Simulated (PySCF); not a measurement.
These 3 structures share the formula C4H8BFO2. The calculation used PySCF 2.14.0, PBE0-D3(BJ)/def2-SVP geometry optimisation, gas phase. Energies are electronic, without zero-point or thermal terms, for one conformer each. No frequencies were run at this level. Point groups hold within 0.08 Å.

Problem. Order them by energy at this level, lowest first, and give relative energies in kcal/mol.
A. `[OH:1][B:2]([OH:3])[C@@H:4]1[CH2:5][CH2:6][C@H:7]1[F:8]` with H–O1–B2–O3 177°, O1–B2–O3–H 1°, O1–B2–C4–C5 168°, B2–C4–C5–C6 -141°, C4–C5–C6–C7 20°, C5–C6–C7–F8 -141°, B2–C4–C7–C6 147°
B. `[CH3:1][CH2:2][C@@H:3]1[O:4][BH:5][O:6][C@@H:7]1[F:8]` with C1–C2–C3–O4 -60°, C2–C3–O4–B5 -136°, C3–O4–B5–O6 3°, O4–B5–O6–C7 7°, B5–O6–C7–F8 106°
C. `[CH3:1][C@@:2]1([CH2:3][F:4])[CH2:5][O:6][BH:7][O:8]1` with C1–C2–C3–F4 61°, C1–C2–C5–O6 134°, C2–C5–O6–B7 -12°, C5–O6–B7–O8 5°, O6–B7–O8–C2 5°

Solution. B (0.0), A (1.1), C (7.2).

Neighbours under 2.5 kcal/mol apart (CC[C@@H]1OBO[C@@H]1F and OB(O)[C@@H]1CC[C@H]1F) can change places with a better method, another conformer or zero-point energy.

```json
{"SMILES": "CC[C@@H]1OBO[C@@H]1F", "E (Eh)": "-431.69368", "E rel (kcal/mol)": "0.0", "dipole (D)": "2.23", "point group": "C1", "A, B, C (MHz)": "3483, 1736, 1279"}
{"SMILES": "OB(O)[C@@H]1CC[C@H]1F", "E (Eh)": "-431.69199", "E rel (kcal/mol)": "1.1", "dipole (D)": "0.38", "point group": "C1", "A, B, C (MHz)": "3063, 1532, 1089"}
{"SMILES": "C[C@@]1(CF)COBO1", "E (Eh)": "-431.68227", "E rel (kcal/mol)": "7.2", "dipole (D)": "1.16", "point group": "C1", "A, B, C (MHz)": "3416, 1670, 1529"}
```

Problem. How do the relative energies change in single points at KT2/pcSseg-1 (no added dispersion term) on the same geometries?

Solution. 
| SMILES | PBE0-D3(BJ)/def2-SVP (kcal/mol) | KT2/pcSseg-1 (kcal/mol) | shift |
| --- | --- | --- | --- |
| CC[C@@H]1OBO[C@@H]1F | 0.0 | 0.0 | 0.0 |
| OB(O)[C@@H]1CC[C@H]1F | 1.1 | 4.4 | +3.3 |
| C[C@@]1(CF)COBO1 | 7.2 | 6.1 | -1.1 |

Each column counts from its own lowest isomer. The order is unchanged; the largest shift is 3.3 kcal/mol.

Problem. As an exercise, what shares would exp(−E/RT) give at 500 K from these electronic energies alone (no entropy, no degeneracies)?

Solution. RT = 0.994 kcal/mol: CC[C@@H]1OBO[C@@H]1F 74.4 %, OB(O)[C@@H]1CC[C@H]1F 25.5 %, C[C@@]1(CF)COBO1 0.1 %.
